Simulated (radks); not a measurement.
O-, configuration [He] 2s2 2p5. Method: non-relativistic Kohn-Sham, PBE, spin-polarised, spherical densities, point nucleus; open shells are filled with parallel spins first; Watson sphere of charge +1 and radius 1.67 bohr; computed with a radial shooting solver on a logarithmic mesh with Libxc functionals.

X-ray form factor f0, the Fourier transform of the density (f0(0) = 9):

sin(theta)/lambda (1/angstrom),f0 (electrons)
0.05,8.723
0.1,7.984
0.15,6.994
0.2,5.956
0.25,5.003
0.3,4.195
0.4,3.032
0.5,2.346
0.6,1.953
0.8,1.571
1,1.374
1.25,1.176
1.5,0.989
2,0.667
